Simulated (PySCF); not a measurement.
The numbers are results of PBE-D3(BJ)/def2-TZVP // B3LYP-D3(BJ)/def2-TZVP run with PySCF, not measurements. Gas-phase values, no solvent. One relaxed conformer stands for a flexible species; it need not be the lowest. Excitations are Tamm–Dancoff values on a coarser integration grid. The basis has no diffuse functions, so Rydberg states are missing or too high.

Reference species (SMILES): `BBBC` (neutral, multiplicity 1).

```yaml
T1 excitation (TDA): 3.66 eV
S1–T1 gap (TDA): 0.87 eV
S1 oscillator strength: 0.038
```

Changed species: `BB(B)C`.

What does the change do to the T1 excitation (TDA), S1–T1 gap (TDA) and S1 oscillator strength?

the T1 excitation (TDA) falls by 0.77 eV, to 2.89 eV; the S1–T1 gap (TDA) rises by 0.06 eV, to 0.93 eV; the S1 oscillator strength is nearly the same.
